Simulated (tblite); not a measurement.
A geometry optimisation, step by step.

Compound: C₅H₁₃BOS.
Atom-mapped SMILES: `[CH3:1][CH2:2][S:3][B:4]([OH:5])[CH:6]([CH3:7])[CH3:8]` (hydrogens: H9, H10, H11 on C1; H12, H13 on C2; H14 on O5; H15 on C6; H16, H17, H18 on C7; H19, H20, H21 on C8)

Computed with GFN2-xTB (tblite), gas phase: L-BFGS steps from a force-field or distance-geometry start until the largest atomic force falls under 0.01 eV/Å. 3 of its 149 geometries are shown.

Step 0: E = -703.7370 eV, largest atomic force 3.648 eV/Å
```
atom  x, y, z in Å  |  force x, y, z in eV/Å
C1      3.736    0.815    0.228    0.139   0.304   0.425
C2      2.429    0.049    0.074    0.684  -1.961   0.522
S3      1.093    1.079   -0.570   -1.056   0.513  -0.442
B4     -0.426   -0.043   -0.739    2.188  -2.594   1.339
O5     -0.102   -1.454   -1.027    0.496   1.687   1.261
C6     -1.601    0.127    0.335    0.160   0.503  -0.235
C7     -2.270   -1.203    0.615   -0.105  -1.696   0.119
C8     -2.690    1.046   -0.175   -1.314   0.855  -0.609
H9      3.495    1.881    0.138    0.418  -0.244   0.123
H10     4.476    0.525   -0.519   -0.206   0.200  -0.035
H11     4.185    0.603    1.223   -0.319   0.309  -0.635
H12     2.607   -0.831   -0.592   -0.394   0.553   0.407
H13     2.162   -0.342    1.098   -0.232   0.329  -1.007
H14     0.295   -1.815   -0.191   -0.664   0.288  -1.418
H15    -1.126    0.562    1.249   -0.508  -0.352  -0.389
H16    -3.333   -1.089    0.913    0.840  -0.137   0.152
H17    -1.718   -1.803    1.377   -0.487   0.468  -0.390
H18    -2.272   -1.833   -0.311   -0.084   0.522   0.684
H19    -3.683    0.573    0.053    0.750   0.955  -0.144
H20    -2.633    1.101   -1.286   -0.168   0.283   0.766
H21    -2.631    2.069    0.263   -0.138  -0.787  -0.495
```

Step 74: E = -705.7277 eV, largest atomic force 0.043 eV/Å
```
atom  x, y, z in Å  |  force x, y, z in eV/Å
C1      3.771    1.068    0.086    0.013   0.014  -0.013
C2      2.597    0.094    0.048   -0.010  -0.004   0.004
S3      1.042    0.904    0.615    0.038   0.017   0.002
B4     -0.201   -0.330    0.205    0.021   0.009   0.003
O5      0.224   -1.465   -0.379    0.035   0.009  -0.007
C6     -1.736   -0.016    0.560   -0.018   0.008  -0.018
C7     -2.579   -1.295    0.623   -0.021   0.002   0.020
C8     -2.352    0.972   -0.443   -0.010   0.015  -0.012
H9      3.438    2.054    0.400   -0.030   0.000   0.015
H10     4.226    1.168   -0.895    0.006  -0.027  -0.014
H11     4.532    0.734    0.785   -0.002  -0.010   0.012
H12     2.401   -0.271   -0.958    0.007   0.002  -0.008
H13     2.755   -0.761    0.704   -0.003   0.022  -0.020
H14    -0.446   -2.117   -0.588    0.003   0.012   0.013
H15    -1.783    0.468    1.542    0.015  -0.033   0.004
H16    -3.591   -1.076    0.958   -0.020   0.023  -0.010
H17    -2.138   -2.004    1.322   -0.024  -0.036  -0.003
H18    -2.649   -1.764   -0.360    0.000   0.011   0.019
H19    -3.359    1.244   -0.132   -0.013  -0.011  -0.031
H20    -2.405    0.533   -1.438    0.011  -0.004   0.028
H21    -1.753    1.878   -0.500    0.001  -0.019   0.017
```

Step 148: E = -705.8396 eV, largest atomic force 0.010 eV/Å
```
atom  x, y, z in Å  |  force x, y, z in eV/Å
C1      3.767    1.038    0.120    0.002   0.000  -0.002
C2      2.552    0.179   -0.166    0.002   0.000   0.005
S3      1.026    0.980    0.480    0.006   0.005  -0.003
B4     -0.189   -0.324    0.218   -0.002  -0.007  -0.004
O5      0.264   -1.476   -0.309   -0.001  -0.008   0.001
C6     -1.724   -0.053    0.610   -0.003  -0.004   0.002
C7     -2.574   -1.329    0.595   -0.004  -0.002  -0.001
C8     -2.346    0.995   -0.326    0.002  -0.002   0.005
H9      3.659    2.014   -0.346    0.000   0.003   0.001
H10     4.659    0.555   -0.273    0.003   0.007   0.002
H11     3.886    1.182    1.191   -0.006   0.001  -0.006
H12     2.408    0.038   -1.236    0.006   0.000  -0.001
H13     2.630   -0.794    0.316    0.003  -0.006   0.002
H14    -0.385   -2.168   -0.440   -0.002  -0.001  -0.001
H15    -1.765    0.361    1.624    0.004   0.008   0.000
H16    -3.591   -1.114    0.915   -0.006   0.008  -0.003
H17    -2.162   -2.080    1.267    0.003  -0.003   0.000
H18    -2.626   -1.747   -0.411   -0.003  -0.001  -0.001
H19    -3.372    1.208   -0.031   -0.004  -0.001  -0.003
H20    -2.352    0.633   -1.353   -0.004   0.003   0.002
H21    -1.775    1.918   -0.290    0.003   0.000   0.004
```

Task: Summarise the path.

Result: The energy falls by 48.49 kcal/mol from step 0 to step 148; nine tenths of that is first reached at step 41. It rises by more than 0.2 meV at step 133. The largest force goes from 3.648 to 0.010 eV/Å. Among the bonds B4–O5 changes most, from 1.477 to 1.345 Å; the atoms move by 0.690 Å rms after alignment.

Task: Follow the three bonds and two angles with the largest change from start to end.

Result: 
```
step  E above end (kcal/mol)  largest force (eV/Å)  B4–O5 (Å)  S3–B4 (Å)  C2–H13 (Å)  O5–B4–C6 (°)  B4–O5–H14 (°)
   0                   48.49                 3.648      1.477      1.896       1.129         113.2          105.7
   6                   25.40                 0.738      1.364      1.831       1.095         121.2          112.2
  13                   16.18                 0.839      1.342      1.827       1.091         128.0          128.2
  19                   11.21                 0.410      1.343      1.824       1.090         123.7          120.0
  26                    9.14                 0.238      1.345      1.814       1.089         121.4          112.7
  32                    6.81                 0.289      1.340      1.824       1.092         120.0          115.9
  39                    5.07                 0.180      1.342      1.816       1.088         123.1          117.4
  45                    3.90                 0.231      1.345      1.808       1.088         125.0          117.2
  51                    3.38                 0.086      1.345      1.806       1.090         124.5          116.6
  58                    3.16                 0.094      1.344      1.801       1.088         124.4          116.3
  64                    2.94                 0.104      1.345      1.804       1.090         124.9          116.1
  71                    2.64                 0.071      1.345      1.804       1.089         124.5          117.2
  77                    2.55                 0.052      1.345      1.799       1.088         124.2          116.2
  84                    2.50                 0.034      1.345      1.800       1.088         124.1          116.3
  90                    2.46                 0.049      1.345      1.801       1.090         124.4          116.4
  97                    2.42                 0.039      1.345      1.803       1.088         124.6          116.7
 103                    2.21                 0.166      1.344      1.810       1.091         123.9          116.8
 109                    1.60                 0.316      1.346      1.807       1.090         123.6          114.8
 116                    0.96                 0.098      1.344      1.801       1.089         124.3          116.3
 122                    0.69                 0.101      1.344      1.796       1.089         124.5          116.8
 129                    0.42                 0.115      1.345      1.798       1.088         124.2          116.2
 135                    0.13                 0.076      1.345      1.803       1.088         124.2          116.0
 142                    0.01                 0.025      1.345      1.802       1.089         124.1          116.2
 148                    0.00                 0.010      1.345      1.802       1.089         124.2          116.4
```

What follows is the cost of the whole relaxation. On one thread of an Arm Neoverse N1, shared host, this took 1.9 s.
